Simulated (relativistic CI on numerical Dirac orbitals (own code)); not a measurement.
Nb⁴⁺: 4p photoemission

Computed with this model: Dirac-Coulomb-Breit CI, separate exchange-only KLI orbitals for each configuration, model QED, valence Slater integrals scaled by 0.7, multiplet model of photoemission in the sudden approximation; configurations [Kr] 4d → [Ar] 3d10 4s2 4p5 4d; 300 K; Lorentzian 1.68 eV and Gaussian 0.6 eV FWHM. Energies are those of the free ion, without screening or charge transfer. The energies are binding energies and can lie tens of eV above those of solids. S is read from ⟨S²⟩ = S(S + 1).

Field parameters in Wybourne normalisation: Oh B⁴₀ = 21Dq, B⁴₄ = √(5/14) B⁴₀. The field is a parameter set, without covalency.

Computed curve for free ion, scaled to 100 at the maximum (points under 2 are left out and the grid is thinned):

```csv
Energy (eV),Intensity
77.4,2.1
77.8,2.3
78.0,2.4
78.4,2.7
78.8,3.1
79.2,3.5
79.4,3.8
79.8,4.3
80.2,5.1
80.6,6.0
80.8,6.6
81.2,8.1
81.6,10.1
82.0,13.1
82.2,15.2
82.6,20.9
83.0,30.0
83.4,43.0
83.6,50.2
84.0,64.2
84.4,77.9
84.8,92.5
85.0,97.9
85.4,98.2
85.8,85.3
86.2,71.0
86.4,67.0
86.8,67.5
87.2,73.8
87.6,72.2
87.8,66.2
88.2,49.5
88.6,34.4
89.0,23.8
89.2,20.0
89.6,14.6
90.0,11.2
90.4,8.9
90.6,8.1
91.0,6.8
91.4,5.9
91.8,5.2
92.0,5.0
92.4,4.7
92.8,4.6
93.2,4.8
93.4,5.0
93.8,5.9
94.2,7.7
94.6,10.5
94.8,12.1
95.2,13.6
95.6,11.8
96.0,8.4
96.2,6.9
96.6,4.8
97.0,3.5
97.4,2.8
97.6,2.5
98.0,2.0
```

The ground state has S = 0.50, and the centroid lies at 86.41 eV.
